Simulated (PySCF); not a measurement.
**InB at UHF-CCSD**

Level: UHF-CCSD. In x2c-SVPall, B x2c-SVPall; spin-free X2C with a Gaussian nucleus (PySCF 2.14).

```
state                          : ³Π (triplet), unpaired electrons σ ↑, π ↑
bond length                    : 2.417 Å
harmonic wavenumber            : 399 cm⁻¹
force constant                 : 0.944 mdyn/Å
rotational constant Be         : 0.2873 cm⁻¹
anharmonicity ωexe             : 2.53 cm⁻¹
vibration–rotation constant αe : 0.00250 cm⁻¹
well depth De to In + B        : 1.35 eV
dissociation energy D0         : 1.33 eV
```

Correlated steps freeze 19 core orbitals. Correlated levels converge slowly with the basis: in double zeta they bind strong bonds too weakly, by up to about 1 eV, and carry superposition errors of some tenths. Spin–orbit coupling is left out, which matters for elements this heavy, above all for dissociation energies. The state is the lowest determinant that a PBE0 search found; another state may lie lower at other levels.
